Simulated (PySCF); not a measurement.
Cost of excited-state runs on `c1csc(-c2ccsc2)c1`, C₈H₆S₂

Mapped SMILES: `[cH:1]1[cH:2][s:3][c:4](-[c:5]2[cH:6][cH:7][s:8][cH:9]2)[cH:10]1`; H(Xn) means a hydrogen on atom n.

PySCF with density fitting, on 1 thread of an AMD EPYC 9R14, shared host. Command: `OMP_NUM_THREADS=1 python excited_run.py task.json out`

Q: How long does each of these runs take, and how much memory?
- first hyperpolarisability, CAM-B3LYP/aug-cc-pVDZ; writes grids
- excited states, CAM-B3LYP/aug-cc-pVDZ; Tamm-Dancoff; spin-orbit couplings; 6 states; 5 triplets; quadratic response for 4 states; writes grids
- excited states, CAM-B3LYP/aug-cc-pVDZ; two-photon moments; 8 states; quadratic response for 6 states; 0 triplets

A: 
```
                      run                  level  basis functions  wall time  peak memory (GiB)
first hyperpolarisability  CAM-B3LYP/aug-cc-pVDZ              292       70 s                1.3
           excited states  CAM-B3LYP/aug-cc-pVDZ              292       81 s                1.3
           excited states  CAM-B3LYP/aug-cc-pVDZ              292       86 s                1.3
```
Times from a shared host are rough.
